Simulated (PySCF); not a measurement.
# Spinor energies of Ca⁸⁺ (calcium, charge +8)

Start: [Ne] 3s2. Calculated with PySCF 2.14 in an uncontracted even-tempered set (19 s from 0.12 bohr⁻², ratio 2.6; 13 p from 0.16 bohr⁻², ratio 2.6; 7 d from 0.17 bohr⁻², ratio 2.8; 4 f from 3.5 bohr⁻², ratio 2.8): generalised Hartree-Fock with the X2C-1e Hamiltonian and a Gaussian nucleus; spin-orbit coupling (SO) screened by Boettger's factors.

| spinor shell | electrons | ε, screened SO (eV) | weight of nominal j (screened SO) | rms radius, screened SO (bohr) |
| --- | --- | --- | --- | --- |
| 1s1/2 | 2 | -4257.2 | 1.000 | 0.0888 |
| 2s1/2 | 2 | -623.17 | 1.000 | 0.388 |
| 2p1/2 | 2 | -535.56 | 1.000 | 0.357 |
| 3s1/2 | 2 | -186.42 | 1.000 | 1.07 |

Problem. Where does 2p3/2 lie, and what is the 2p spin-orbit splitting (screened SO)?

Solution. At -531.64 eV, 3.917 eV above 2p1/2.

```csv
quantity,screened SO
E (hartree),-657.76644
M_J,0
⟨J²⟩,0.000
⟨L²⟩,0.000
⟨S²⟩,0.000
```
